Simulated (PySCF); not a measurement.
The electron affinity along group 11

Calculated with PySCF 2.14 from differences of total energies of unrestricted determinants, without spin-orbit coupling. Values in eV. The last column holds reference values (measured affinities from photodetachment; the arrow runs from anion to atom). Unmarked ones compare directly (S terms, centres of terms, or small fine structure); those marked * lie between the lowest fine-structure levels and include a spin-orbit shift.

| element | configurations | MP2 (valence) | SCS-MP2 (valence) | CCSD(T) (valence) | LDA | r2SCAN | CCSD (valence and next inner shell) | reference |
| --- | --- | --- | --- | --- | --- | --- | --- | --- |
| Cu (def2-TZVPPD, non-relativistic) | [Ar] 3d10 4s2 → [Ar] 3d10 4s1 | 0.646 | 0.686 | 0.929 | 1.353 | 1.022 | 0.767 | 1.236 |
| Ag (def2-TZVPPD with the def2 core potential (28 electrons), ECP) | [Kr] 4d10 5s2 → [Kr] 4d10 5s1 | 0.851 | 0.858 | 0.985 | 1.483 | 1.081 | 0.905 | 1.304 |
| Au (def2-TZVPPD with the def2 core potential (60 electrons), ECP) | [Xe] 4f14 5d10 6s2 → [Xe] 4f14 5d10 6s1 | 2.013 | 1.966 | 1.951 | 2.483 | 2.078 | 1.864 | 2.309 |

```csv
method,elements,mean error (eV),mean absolute error (eV),largest error (eV)
MP2 (valence),3,-0.446,0.446,-0.590
SCS-MP2 (valence),3,-0.446,0.446,-0.550
CCSD(T) (valence),3,-0.328,0.328,-0.357
LDA,3,0.157,0.157,0.178
r2SCAN,3,-0.223,0.223,-0.231
CCSD (valence and next inner shell),3,-0.438,0.438,-0.469
```

The highest occupied level of the anion is positive for Cu⁻ at LDA, r2SCAN; Ag⁻ at LDA, r2SCAN; Au⁻ at LDA, r2SCAN, so there the basis helps to hold the electron.

Errors include the incompleteness of the basis and the frozen core.

"Valence" correlates the outer s and p shells and, in groups 3 to 12 and the f block, the outer d or f shell, open or full, or the next shell where the ion has no valence electron left; the wider scheme adds the next inner shell.
